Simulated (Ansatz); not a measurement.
`N[SiH](Cl)[InH2]` + CH₃SH → `CS[SiH](N)Cl` + `[InH3]` at 500 K and 1 bar (cleavage of the Si–In bond).

Calculated with Ansatz (gas phase, PBE0-D4/def2-TZVP geometries, no zero-point term in ΔE). CCSD(T)/CBS adds triple-zeta CCSD(T) − MP2 to the extrapolated MP2 energy (def2 sets, frozen cores). This one scheme is used for every species. def2 core potentials past Kr. For In outer-core shells are correlated without core-valence functions, which leaves a few kJ/mol of doubt a bond. One conformer a species, not always the lowest.

```
           species  CCSD(T)/CBS energy (Eh)  H − E (kJ/mol)  S (J/(mol·K))
`N[SiH](Cl)[InH2]`               -996.44148           178.5          447.4
             CH₃SH               -438.22835           145.1          283.7
    `CS[SiH](N)Cl`              -1243.11728           253.2          449.1
          `[InH3]`               -191.56739            65.2          255.5
```

H − E and S are ideal-gas, rigid-rotor, harmonic terms from PBE0-D4/def2-TZVP, for one conformer and one mirror image of each species. 1 Eh = 2625.50 kJ/mol, R = 8.31446 J/(mol·K).

Question: By hand: ΔE, ΔH, ΔS and ΔG.

Answer: ΔE = (-1243.11728) + (-191.56739) − (-996.44148) − (-438.22835) = -0.01484 Eh = -39.0 kJ/mol. Δ(H − E) = 253.2 + 65.2 − 178.5 − 145.1 = -5.2, so ΔH = -44.2 kJ/mol. ΔS = 449.1 + 255.5 − 447.4 − 283.7 = -26.5 J/(mol·K). ΔG = -44.2 − 500 × (-26.5)/1000 = -31.0 kJ/mol.

Question: By hand: the equilibrium constant, and the temperature at which ΔG would vanish if ΔH and ΔS stayed fixed.

Answer: log₁₀ K = −ΔG/(RT ln 10) = 3.2. ΔG = 0 at ΔH/ΔS = 1668 K.

ΔH outweighs TΔS. A doubt of 5 kJ/mol in ΔE shifts log₁₀ K by 0.5 here. Other conformers and mirror images would add mixing entropy, several J/(mol·K) or more a flexible species. These are equilibria of isolated gas molecules and say nothing of rates. Largest T1 diagnostic: 0.014 (customary marks: 0.02 for closed shells, 0.045 for open ones).
